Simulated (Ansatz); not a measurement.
The cluster Ni₂O₂⁺. Total charge 1; doublet. Geometry r2SCAN-D4/def2-SVP.

```xyz
4

Ni    0.400    2.498    0.014
Ni   -0.145   -0.883   -0.004
O    -0.379   -2.459   -0.017
O     0.125    0.844    0.007
```

At PBE-D4/def2-TZVP, r2SCAN-D4/def2-TZVP, r2SCANh-D4/def2-TZVP, PBE0-D4/def2-TZVP and others the charge 1 doublet is spin-contaminated (final ⟨S²⟩ up to 2.69, 0.75 for a pure state). No other spin state of charge 1 was run. The geometry of the doublet was relaxed on an unsound state (⟨S²⟩ 2.47, where a pure state has 0.75). Another isomer (quartet) lies 0.26 eV lower at PBE0-D4/def2-TZVP; other spin states weren't run for this one.

**Question.** Estimate the α-spin orbital energies around the gap (eV) in Ansatz with PBE-D4/def2-TZVP, r2SCAN-D4/def2-TZVP, r2SCANh-D4/def2-TZVP, PBE0-D4/def2-TZVP, CAM-B3LYP-D4/def2-TZVP.

**Answer.** 
```tsv
orbital	PBE-D4/def2-TZVP	r2SCAN-D4/def2-TZVP	r2SCANh-D4/def2-TZVP	PBE0-D4/def2-TZVP	CAM-B3LYP-D4/def2-TZVP
HOMO−9	-14.33	-14.35	-14.86	-15.30	-16.87
HOMO−8	-14.33	-14.35	-14.86	-15.30	-16.87
HOMO−7	-13.10	-13.18	-13.98	-15.13	-16.72
HOMO−6	-13.10	-13.18	-13.97	-15.13	-16.72
HOMO−5	-12.67	-12.84	-13.96	-15.11	-16.66
HOMO−4	-12.50	-12.84	-13.95	-15.11	-16.66
HOMO−3	-12.50	-12.83	-13.56	-14.41	-15.99
HOMO−2	-11.87	-12.35	-12.99	-13.86	-15.35
HOMO−1	-11.87	-12.35	-12.98	-13.86	-15.33
HOMO	-11.81	-12.26	-12.98	-13.78	-15.33
LUMO	-10.98	-10.62	-10.04	-9.38	-8.30
LUMO+1	-10.98	-10.62	-10.04	-9.38	-8.30
LUMO+2	-8.84	-8.58	-8.41	-8.22	-7.47
LUMO+3	-5.23	-4.69	-4.27	-4.08	-3.27
LUMO+4	-3.96	-3.67	-3.44	-3.19	-2.32
LUMO+5	-3.96	-3.67	-3.44	-3.19	-2.32
β HOMO	-12.25	-11.95	-12.61	-13.79	-15.30
β LUMO	-11.09	-10.43	-9.48	-8.65	-7.74
```
